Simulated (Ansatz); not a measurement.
C₁₀H₁₁FHfO (`[OH][Hf]12345678([F])([C@H]9[C@@H]1[C@@H]2[C@@H]3[C@H]94)[C@H]1[C@@H]5[C@@H]6[C@@H]7[C@H]18`) at its PBE0-D4/def2-TZVP geometry, where that method's forces vanish. Charge 0, multiplicity 1. Hf: def2 effective core potential.

```xyz
24

O    -1.0309    1.9262   -0.9462
Hf   -0.4192    0.4203    0.1849
F    -1.4009    0.7556    1.8326
C     2.0578    0.2840   -0.3166
C     1.8623   -0.4039    0.9079
C     1.4772    0.5379    1.8774
C     1.4264    1.8071    1.2611
C     1.8029    1.6494   -0.0881
C    -2.1612   -1.4380    0.1469
C    -2.3212   -0.7144   -1.0484
C    -1.1648   -0.9112   -1.8377
C    -0.2895   -1.7504   -1.1235
C    -0.9002   -2.0677    0.1140
H    -0.7095    2.8247   -0.8887
H     2.3708   -0.1541   -1.2524
H     1.9918   -1.4639    1.0670
H     1.2095    0.3243    2.9012
H     1.1331    2.7295    1.7403
H     1.8579    2.4303   -0.8316
H    -2.8514   -1.4503    0.9765
H    -3.1564   -0.0798   -1.3025
H    -0.9772   -0.4647   -2.8027
H     0.6750   -2.0983   -1.4613
H    -0.4821   -2.6923    0.8900
```

What forces (eV/Å) does B3LYP-D4/def2-TZVPP give on these atoms in the Gaussian-basis code of Ansatz? (Best estimate.)

Ansatz gave: 
```
O1  -0.039  0.139 -0.069
Hf2 -0.091  0.094  0.035
F3  -0.096  0.039  0.143
C4   0.157 -0.075 -0.204
C5   0.121 -0.232  0.077
C6   0.046 -0.046  0.261
C7   0.019  0.235  0.128
C8   0.123  0.196 -0.141
C9  -0.214 -0.093  0.138
C10 -0.250  0.065 -0.092
C11  0.013  0.017 -0.262
C12  0.178 -0.158 -0.132
C13  0.052 -0.214  0.151
H14 -0.020  0.047 -0.032
H15 -0.022  0.037  0.079
H16 -0.007  0.092 -0.011
H17  0.027  0.016 -0.080
H18  0.027 -0.070 -0.038
H19 -0.004 -0.060  0.062
H20  0.054 -0.003 -0.070
H21  0.064 -0.058  0.020
H22 -0.016 -0.043  0.073
H23 -0.088  0.027  0.027
H24 -0.035  0.048 -0.065
```

B3LYP here is the variant with VWN-RPA as its local correlation; programs differ in this.
